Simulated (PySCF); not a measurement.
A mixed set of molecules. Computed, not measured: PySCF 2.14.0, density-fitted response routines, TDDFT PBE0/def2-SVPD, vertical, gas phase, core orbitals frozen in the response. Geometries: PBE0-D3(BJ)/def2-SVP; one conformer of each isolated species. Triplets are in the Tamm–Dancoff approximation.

Question: Rank by computed lowest singlet excitation energy, lowest first.
A. `N[SiH2]B(O)O`
B. `FC1(F)CO1`
C. `CC(C)(C)BN`
D. `O=CC(F)F`
E. `[BH3-][NH2+]CCC=C`
F. `C(/[SiH3])(NC=O)=C/[SiH3]`
G. `[N]#[Cr]([Cl])([Cl])[Cl]`
H. `CCB(N)CC`

Answer: G (2.49 eV), D (4.05 eV), F (5.16 eV), A (5.47 eV), E (6.28 eV), C (6.77 eV), H (7.04 eV), B (8.50 eV).

```json
{"SMILES": "[N]#[Cr]([Cl])([Cl])[Cl]", "S1 (eV)": "2.49", "T1 (eV)": "2.28", "α (au)": "83.4", "LUMO (eV)": "-5.17", "f (S1)": "0.000", "S1 mainly": "H-1/H→L/L+1 (≥96%)"}
{"SMILES": "O=CC(F)F", "S1 (eV)": "4.05", "T1 (eV)": "3.35", "α (au)": "30.4", "LUMO (eV)": "-2.01", "f (S1)": "0.000", "S1 mainly": "H→L (99%)"}
{"SMILES": "O=CN/C([SiH3])=C/[SiH3]", "S1 (eV)": "5.16", "T1 (eV)": "3.33", "α (au)": "109.1", "LUMO (eV)": "-1.38", "f (S1)": "0.118", "S1 mainly": "H-1→L (62%)"}
{"SMILES": "N[SiH2]B(O)O", "S1 (eV)": "5.47", "T1 (eV)": "5.00", "α (au)": "59.7", "LUMO (eV)": "-0.43", "f (S1)": "0.004", "S1 mainly": "H→L (99%)"}
{"SMILES": "[BH3-][NH2+]CCC=C", "S1 (eV)": "6.28", "T1 (eV)": "4.35", "α (au)": "77.4", "LUMO (eV)": "-0.36", "f (S1)": "0.001", "S1 mainly": "H→L (99%)"}
{"SMILES": "CC(C)(C)BN", "S1 (eV)": "6.77", "T1 (eV)": "6.24", "α (au)": "74.1", "LUMO (eV)": "0.41", "f (S1)": "0.002", "S1 mainly": "H→L+1 (97%)"}
{"SMILES": "CCB(N)CC", "S1 (eV)": "7.04", "T1 (eV)": "6.47", "α (au)": "73.4", "LUMO (eV)": "0.34", "f (S1)": "0.002", "S1 mainly": "H→L+1 (94%)"}
{"SMILES": "FC1(F)CO1", "S1 (eV)": "8.50", "T1 (eV)": "7.89", "α (au)": "28.8", "LUMO (eV)": "0.76", "f (S1)": "0.006", "S1 mainly": "H→L+1 (95%)"}
```

H and L stand for HOMO and LUMO. A slash joins orbitals within 0.01 eV of each other, whose weights are summed (≥ marks a lower bound).

- `[N]#[Cr]([Cl])([Cl])[Cl]`: for S1 the Löwdin share of chromium is at most 6% in HOMO-1 and 64% in LUMO (ligand-to-metal charge transfer by this measure).
- `O=CC(F)F`: S1 has the pattern of n→π* at C=O.
- `O=CN/C([SiH3])=C/[SiH3]`: Löwdin shares by element: HOMO carbon 48% or more, nitrogen 19%, oxygen 10% (atoms not listed hold the other 22%); LUMO carbon 59%, oxygen 10% (atoms not listed hold the other 32%).
- `N[SiH2]B(O)O`: Löwdin shares by element: HOMO nitrogen 53%, hydrogen 17% or more, silicon 17%; LUMO boron 26%, silicon 25%, oxygen 21% (atoms not listed hold the other 29%).
- `[BH3-][NH2+]CCC=C`: Löwdin shares by element: HOMO (one of a set within 0.03 eV) hydrogen 46% or more, boron 40%; LUMO carbon 66% or more, hydrogen 11% or more (atoms not listed hold the other 23%).
- `CC(C)(C)BN`: Löwdin shares by element: HOMO carbon 36% or more, boron 24%, hydrogen 7% or more (atoms not listed hold the other 34%); LUMO boron 39%, hydrogen 20% or more, carbon 7% or more (atoms not listed hold the other 34%).
- `CCB(N)CC`: Löwdin shares by element: HOMO carbon 46% or more, boron 22% (atoms not listed hold the other 32%); LUMO boron 44%, hydrogen 19% or more, nitrogen 5% (atoms not listed hold the other 32%).
- `FC1(F)CO1`: Löwdin shares by element: HOMO oxygen 65%, carbon 13% or more, hydrogen 12%; LUMO carbon 50%, hydrogen 32% (atoms not listed hold the other 18%).
